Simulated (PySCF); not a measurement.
C5H6F3O2 (doublet state).
Geometry (GFN2-xTB, Å), atoms numbered from 1 in this order:
```xyz
16
C5H6F3O2 angstrom
C      2.4283    0.2453    1.0718
C      1.4667   -0.6505    0.3558
O      1.4193   -1.8430    0.4091
O      0.5897    0.0921   -0.3764
C     -0.3836   -0.6042   -1.1115
F      0.0619   -0.7512   -2.3985
C     -1.6662    0.1138   -1.0938
C     -2.1445    0.7519    0.1482
F     -1.7858    0.0501    1.2576
F     -3.4956    0.8446    0.1674
H      3.2460   -0.3434    1.4753
H      2.7993    1.0080    0.3932
H      1.9007    0.7383    1.8862
H     -0.4503   -1.6379   -0.6999
H     -2.2410    0.2134   -1.9944
H     -1.7523    1.7818    0.2938
```

The hyperfine couplings belong to this conformer and change with its torsions.

Identity: `CC(=O)O[C@H](F)[CH]C(F)F` [radical].

Level of theory: PySCF, UKS B3LYP, pcH-1 on C F H O, non-relativistic, mean-field spin-orbit, GIAO. One conformer (not necessarily the lowest) at the GFN2-xTB geometry, without solvent, vibrations or thermal averaging. Couplings are sensitive to structure, and on GFN2-xTB geometries they can be far from those on DFT ones. Stability of the SCF solution: not tested.

Q: The isotropic 13C couplings are +87.9, -28.1, -21.1, +3.7, -3.0 MHz. Assign them to C1; C2; C5; C7; C8.

A: 
| site | a_iso (MHz) | ρ(0) (bohr⁻³) | position | distance from C7 (Å) | spin population | largest \|T\| (MHz) |
| --- | --- | --- | --- | --- | --- | --- |
| C1 | +3.7 | +0.0033 | 4 bonds from C7 | 4.63 | 0.00 | 0.9 |
| C2 | -3.0 | -0.0027 | 3 bonds from C7 | 3.54 | 0.00 | 1.0 |
| C5 | -21.1 | -0.0188 | 1 bond from C7 | 1.47 | -0.06 | 3.8 |
| C7 | +87.9 | +0.0782 | largest spin population | 0.00 | +1.02 | 163.1 |
| C8 | -28.1 | -0.0250 | 1 bond from C7 | 1.48 | -0.05 | 4.0 |

Q: Match the computed a_iso(17O) values -19.5, -3.0 MHz with the sites O3; O4.

A: 
```
site  a_iso (MHz)  ρ(0) (bohr⁻³)         position  distance from C7 (Å)  spin population  largest |T| (MHz)
  O3         -3.0        +0.0049  4 bonds from C7                  3.95            +0.01                4.7
  O4        -19.5        +0.0321  2 bonds from C7                  2.37            +0.02                8.1
```

Q: The isotropic 19F couplings are +105.5, +82.0, +44.3 MHz. Assign them to F6; F9; F10.

A: 
| site | a_iso (MHz) | ρ(0) (bohr⁻³) | position | distance from C7 (Å) | bound to | spin population there | largest \|T\| (MHz) |
| --- | --- | --- | --- | --- | --- | --- | --- |
| F6 | +44.3 | +0.0105 | 2 bonds from C7 | 2.33 | C5 | -0.06 | 36.6 |
| F9 | +105.5 | +0.0251 | 2 bonds from C7 | 2.36 | C8 | -0.05 | 65.0 |
| F10 | +82.0 | +0.0195 | 2 bonds from C7 | 2.34 | C8 | -0.05 | 48.8 |

ρ(0) is the spin density at the nucleus and T the dipolar tensor; entries for several nuclei are means. The largest Mulliken spin population is on C7 (+1.02). The angles at C7 add up to 359.9°, so it is planar; its axial dipolar tensor and the negative coupling of its proton fit spin in a p orbital normal to that plane.

Class means assume fast exchange of nuclei equivalent by connectivity; if that motion is slow, each nucleus keeps its own coupling.
